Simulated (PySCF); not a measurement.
HOSi, SMILES O=[SiH] (connectivity only; charge and spin as stated), charge +1, multiplicity 1.

The structure is a stationary point at PBE0-D3(BJ)/def2-TZVPD. The multiplicity is an assumed one; other spin states were not compared. The isomer is the one that the SMILES or the coordinates give; other isomers of the formula were not compared.

Calculation: PySCF with TDDFT-M06-2X/def2-TZVPD.

Vertical excitations; the highest root listed may be one member of a degenerate set. Gas-phase values at a fixed geometry. State labels are in the subgroup C2v.

```csv
state,symmetry,energy (eV),λ (nm),f,main pairs
S1,B2,5.25,236,0.028,HOMO→LUMO (degenerate set)
S2,B1,5.25,236,0.028,HOMO−1→LUMO (degenerate set)
S3,A2,5.29,234,0.000,"HOMO−1→LUMO+2 49 %, HOMO→LUMO+1 49 %"
S4,A2,5.71,217,0.000,"HOMO→LUMO+1, HOMO−1→LUMO+2 (degenerate set)"
S5,A1,5.71,217,0.000,"HOMO−1→LUMO+1, HOMO→LUMO+2 (degenerate set)"
S6,A1,6.51,190,0.003,"HOMO−2→LUMO 57 %, HOMO→LUMO+2 20 %, HOMO−1→LUMO+1 20 %"
S7,B1,6.91,179,0.001,HOMO−2→LUMO+1 (degenerate set)
S8,B2,6.91,179,0.001,HOMO−2→LUMO+2 (degenerate set)
S9,A1,9.59,129,0.721,"HOMO−2→LUMO 38 %, HOMO→LUMO+2 29 %, HOMO−1→LUMO+1 29 %"
S10,B2,11.85,105,0.067,HOMO→LUMO+3 93 %
T1,A1,4.44,279,0,"HOMO→LUMO+2 45 %, HOMO−1→LUMO+1 45 %"
T2,B2,4.54,273,0,HOMO→LUMO (degenerate set)
T3,B1,4.54,273,0,HOMO−1→LUMO (degenerate set)
T4,A2,5.04,246,0,"HOMO→LUMO+1 48 %, HOMO−1→LUMO+2 48 %"
```
Triplets are in the Tamm–Dancoff approximation, which puts them higher than full response would, so one can lie above its singlet here.
